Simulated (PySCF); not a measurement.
Be(I)(OH) (BeHIO), SMILES [I][Be][OH].

Coordinates come from a r2SCAN-D4/def2-TZVP optimisation. The def2 effective core potentials stand for the cores of I; spin–orbit coupling is left out. Other conformers were not sampled.

All values below come from PBE/def2-TZVPD in PySCF.

```
Quantity                                                                                                        Value
---------------------------------------------------------------------------------------------  ----------------------
total energy                                                                                       -388.31285 hartree
point group                                                                                                        Cs
highest occupied level                                                                                       -6.72 eV
lowest empty level                                                                                           -1.36 eV
orbital gap                                                                                                   5.36 eV
dipole moment                                                                                                  1.67 D
quadrupole, principal values (traceless, Buckingham form, about the centre of nuclear charge)  -5.79, -3.16, 8.95 D·Å
mean static polarisability                                                                       56.7 bohr³ (8.40 Å³)
polarisability, principal values                                                               49.2, 49.3, 71.6 bohr³
```
